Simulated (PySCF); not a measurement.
C2H6F2Si2.

```xyz
12

F     -0.3034     2.5609     0.0000
C      0.6640     1.6213     0.0000
C      0.3735     0.3154     0.0000
Si     1.7627    -0.9477     0.0000
Si    -1.4127    -0.2313     0.0000
F     -1.3561    -1.8679     0.0000
H      1.6549     2.0882     0.0000
H      3.0623    -0.2190     0.0000
H      1.6832    -1.8093     1.2087
H      1.6832    -1.8093    -1.2087
H     -2.1357     0.1994     1.2205
H     -2.1357     0.1994    -1.2205
```
Charge 0, spin multiplicity 1.

Geometry: TPSSh-D3(BJ)/def2-SVP. The structure was generated by enumeration; whether it is a known compound was not checked. Other conformers were not sampled.

All values below come from PBE0/pcSseg-1 (PySCF). Non-relativistic, no solvent.

Computed absolute GIAO shielding of each atom: isotropic value and principal components (ppm):
```json
[
 {"atom": "F1", "σ(iso)": "215.8", "σ11": "60.8", "σ22": "249.5", "σ33": "337.1", "span": "276.3"},
 {"atom": "C2", "σ(iso)": "13.1", "σ11": "-104.5", "σ22": "66.6", "σ33": "77.2", "span": "181.7"},
 {"atom": "C3", "σ(iso)": "76.9", "σ11": "-19.9", "σ22": "91.2", "σ33": "159.4", "span": "179.3"},
 {"atom": "Si4", "σ(iso)": "423.6", "σ11": "405.1", "σ22": "407.0", "σ33": "458.7", "span": "53.6"},
 {"atom": "Si5", "σ(iso)": "353.7", "σ11": "307.9", "σ22": "325.4", "σ33": "427.6", "span": "119.7"},
 {"atom": "F6", "σ(iso)": "403.2", "σ11": "383.4", "σ22": "395.0", "σ33": "431.3", "span": "47.9"},
 {"atom": "H7", "σ(iso)": "24.4", "σ11": "20.9", "σ22": "24.1", "σ33": "28.2", "span": "7.3"},
 {"atom": "H8", "σ(iso)": "27.3", "σ11": "24.3", "σ22": "25.8", "σ33": "31.7", "span": "7.4"},
 {"atom": "H9", "σ(iso)": "27.0", "σ11": "23.7", "σ22": "25.4", "σ33": "31.8", "span": "8.0"},
 {"atom": "H10", "σ(iso)": "27.0", "σ11": "23.7", "σ22": "25.4", "σ33": "31.8", "span": "8.0"},
 {"atom": "H11", "σ(iso)": "25.7", "σ11": "22.2", "σ22": "24.8", "σ33": "30.0", "span": "7.8"},
 {"atom": "H12", "σ(iso)": "25.7", "σ11": "22.2", "σ22": "24.8", "σ33": "30.0", "span": "7.8"}
]
```
